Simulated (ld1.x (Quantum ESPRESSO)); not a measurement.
**What one change does to a pseudopotential (Co (Z = 27), TM)**

ld1.x (Quantum ESPRESSO) 7.5 input, shortened:

```
&input
   title='Co', zed=27., rel=1, dft='PBE', iswitch=3,
   config='[Ar] 3d7 4s0 4p0'
 /
 &inputp
   pseudotype=2, tm=.true., lloc=2,
   nlcc=.true., rcore=0.60
 /
3
4S  1  0   0.00   0.00  1.65  1.65  0.0
4P  2  1   0.00   0.00  1.95  1.95  0.0
3D  3  2   7.00   0.00  1.05  1.05  0.0
 &test
   configts(1)='3d7 4s0 4p0'
 /
```

Change: all radii but the core radius scaled by about 1.10 (s 1.80, p 2.14, d 1.16 bohr).

Cutoffs: the cutoffs (Ry, on a coarse ladder) from which the occupation-weighted sum of valence levels, in a spherical-Bessel basis at the reference potential, stays within 10 and 1 mRy of its value at 400 Ry; they do not see the model core or the augmentation charge, which bear on the density cutoff. Errors are all-electron minus pseudo energies relative to the spin-unpolarised reference configuration.

Task: Predict the effect on cutoff, ghosts and configuration errors.

Result: The potential gets softer (180 Ry and 300 Ry → 160 Ry and 260 Ry); both files keep a bound ghost (p, s); of the 7 tests that both files solve, the error grows in 4 and shrinks in 0 by more than 15 % and 0.3 meV (median size 13.4 → 18.9 meV). A larger radius leaves more room for a smooth pseudo-wave, so fewer plane waves are needed. More of the atom is replaced by a form fitted at one configuration, so other configurations suffer.

```csv
quantity,base,changed
"cutoff, loose",180 Ry,160 Ry
"cutoff, tight",300 Ry,260 Ry
bound ghosts,"s, p","s, p"
"error for 3d7 4s2 4p0, meV [ΔE -25.82 eV]",-18,-26
"error for 3d7 4s1 4p0, meV [ΔE -16.79 eV]",-7.8,-10
"error for 3d6 4s0 4p0, meV [ΔE 35.87 eV]",-270,-277
"error for 3d7 4s1 4p1, meV [ΔE -21.47 eV]",-11,-15
"error for 3d7 4s0 4p1, meV [ΔE -11.42 eV]",-3.8,-4.1
"error for 3d7 4s1.5 4p0, meV [ΔE -22.21 eV]",-13,-19
"error for 3d6 4s2 4p1, meV [ΔE -16.16 eV]",-410,-464
```

 A true bound ghost makes a file unfit for plane-wave use even where its test errors are small: the radial tests pick states by their node count and pass the ghost by.
